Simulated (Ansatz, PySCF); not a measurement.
GeH₅Si, SMILES [SiH2][GeH3] (connectivity only; charge and spin as stated), charge +1, multiplicity 1. Atoms are numbered in the order given.

```xyz
7

Si     1.6064    -0.1661     0.0051
Ge    -0.8013     0.0956    -0.0405
H      2.5508     0.9161     0.3485
H      2.3052    -1.4426    -0.2471
H     -1.1291    -0.2432     1.4188
H     -1.0300     1.5583    -0.4055
H     -1.2894    -0.9432    -1.0442
```
Charge +1, spin multiplicity 1.

Geometry optimised at B3LYP-D3(BJ)/def2-TZVP. The multiplicity is an assumed one; other spin states were not compared. The isomer is the one that the SMILES or the coordinates give; other isomers of the formula were not compared.

Two levels are set side by side: PBE-D3(BJ)/def2-TZVP (Ansatz, a quantum-chemistry and plane-wave program) and B3LYP-D3(BJ)/def2-TZVP (Ansatz). Each level has its own optimised geometry; the coordinates shown are those of the second. Frequencies come from the Hessian of PySCF at each geometry. Differences are taken from unrounded values.

| quantity | B3LYP-D3(BJ) |
|---|---|
| mean bond length (Å) | 1.660 |
| bond Si1–Ge2 (Å) | 2.422 |
| bond Si1–H3 (Å) | 1.477 |
| bond Si1–H4 (Å) | 1.477 |
| bond Ge2–H5 (Å) | 1.534 |
| bond Ge2–H6 (Å) | 1.525 |
| bond Ge2–H7 (Å) | 1.525 |
| highest harmonic wavenumber (cm⁻¹) | 2290 |
| mean harmonic wavenumber (cm⁻¹) | 1116 |
| zero-point energy (kcal/mol) | 23.93 |

Problem. What does PBE-D3(BJ) give, and how far is it from B3LYP-D3(BJ)? (The exact figures need the calculation; the answer reports its results.)

Solution. 
```json
[
 {"quantity": "mean bond length (Å)", "PBE-D3(BJ)": "1.667", "PBE-D3(BJ) minus B3LYP-D3(BJ)": "0.007"},
 {"quantity": "bond Si1–Ge2 (Å)", "PBE-D3(BJ)": "2.405", "PBE-D3(BJ) minus B3LYP-D3(BJ)": "-0.017"},
 {"quantity": "bond Si1–H3 (Å)", "PBE-D3(BJ)": "1.492", "PBE-D3(BJ) minus B3LYP-D3(BJ)": "0.015"},
 {"quantity": "bond Si1–H4 (Å)", "PBE-D3(BJ)": "1.492", "PBE-D3(BJ) minus B3LYP-D3(BJ)": "0.015"},
 {"quantity": "bond Ge2–H5 (Å)", "PBE-D3(BJ)": "1.547", "PBE-D3(BJ) minus B3LYP-D3(BJ)": "0.014"},
 {"quantity": "bond Ge2–H6 (Å)", "PBE-D3(BJ)": "1.534", "PBE-D3(BJ) minus B3LYP-D3(BJ)": "0.009"},
 {"quantity": "bond Ge2–H7 (Å)", "PBE-D3(BJ)": "1.534", "PBE-D3(BJ) minus B3LYP-D3(BJ)": "0.009"},
 {"quantity": "highest harmonic wavenumber (cm⁻¹)", "PBE-D3(BJ)": "2221", "PBE-D3(BJ) minus B3LYP-D3(BJ)": "-70"},
 {"quantity": "mean harmonic wavenumber (cm⁻¹)", "PBE-D3(BJ)": "1077", "PBE-D3(BJ) minus B3LYP-D3(BJ)": "-39"},
 {"quantity": "zero-point energy (kcal/mol)", "PBE-D3(BJ)": "23.10", "PBE-D3(BJ) minus B3LYP-D3(BJ)": "-0.83"}
]
```

Exact exchange shortens and stiffens bonds; PBE has none. Differences between two approximate levels are no errors against the true value.
